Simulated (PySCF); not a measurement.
S4, SMILES S=S(=S)=S. Atoms are numbered in the order given.

```xyz
4

S      0.0000     0.0000     0.0000
S      1.9003     0.0000     0.0000
S     -0.9501     1.6457     0.0000
S     -0.9501    -1.6457     0.0000
```
Charge 0, spin multiplicity 1.

Coordinates come from a ωB97X-D3(BJ)/def2-SVP optimisation.

Calculation: PBE/def2-TZVPD (PySCF).

Symmetry labels are those of the subgroup C2v that the program uses (full group D3h).

Question: List the valence orbital energies around the gap with their symmetry. (The exact figures need the calculation; the answer reports its results.)

Answer: 
```tsv
orbital	symmetry	energy (eV)
HOMO−7	B1	-11.44
HOMO−6	A1	-11.44
HOMO−5	B2	-11.15
HOMO−4	A1	-7.53
HOMO−3	B1	-7.53
HOMO−2	B2	-7.25
HOMO−1	A2	-7.25
HOMO	B1	-6.13
LUMO	B2	-4.70
LUMO+1	A1	-3.43
LUMO+2	B1	-1.00
LUMO+3	A1	-1.00
```
